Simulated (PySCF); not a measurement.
C$_{3}$H$_{10}$N (SMILES CC[NH2+]C), charge +1, singlet, at a GFN2-xTB geometry. Base run: PBE/6-31G* in PySCF.

Input for PySCF:
```python
from pyscf import gto, scf, dft, solvent

mol = gto.Mole()
mol.atom = '''
    C     1.20819554   -0.42966034    1.06416493
    C     0.49043344    0.73266312    0.40543835
    N    -0.22641037    0.30364346   -0.83562887
    C    -1.42209407   -0.52934039   -0.59034999
    H     1.89832467   -0.90914194    0.37369319
    H     1.78906932   -0.05563307    1.90226006
    H     0.51769078   -1.17158032    1.45349388
    H     1.21240254    1.50229004    0.12619463
    H    -0.24073111    1.17190644    1.08583959
    H     0.43509953   -0.22531988   -1.41926148
    H    -0.51037838    1.13745621   -1.36325979
    H    -2.12636509    0.01171041    0.03855902
    H    -1.90886751   -0.77565014   -1.53171003
    H    -1.14058148   -1.45351645   -0.09192683
'''
mol.basis = '6-31g*'
mol.charge = 1
mol.verbose = 3
mol.build()

mf = dft.RKS(mol)
mf.xc = 'pbe'
mf.kernel()
```

Variants of this job, named by their change:

| change | ΔE vs base (kcal/mol) | HOMO-LUMO gap (eV) |
|---|---|---|
| base | 0.000 | 8.59 |
| model = IEF-PCM; solvent = toluene; vdw_scale = 1.4 | -32.45 | 8.89 |
| model = IEF-PCM; solvent = toluene | -36.94 | 8.95 |
| model = IEF-PCM; solvent = tetrahydrofuran | -55.91 | 9.22 |
| model = IEF-PCM; solvent = toluene; lebedev_order = 11 | -36.75 | 8.93 |
| model = IEF-PCM; solvent = toluene; vdw_scale = 1.1 | -40.04 | 8.98 |
| model = IEF-PCM; solvent = dichloromethane | -57.44 | 9.24 |
| model = IEF-PCM; solvent = toluene; vdw_scale = 1.0 | -44.07 | 9.00 |
| model = IEF-PCM; solvent = toluene; r_probe = 0.5 | -29.60 | 8.83 |
| model = COSMO; solvent = toluene | -30.80 | 8.95 |
| model = ddCOSMO; solvent = toluene | -33.97 | 8.94 |
| model = SS(V)PE; solvent = toluene | -35.24 | 8.95 |

The base is the gas phase, so ΔE is the electrostatic part of solvation at a fixed geometry, without cavity and dispersion terms.
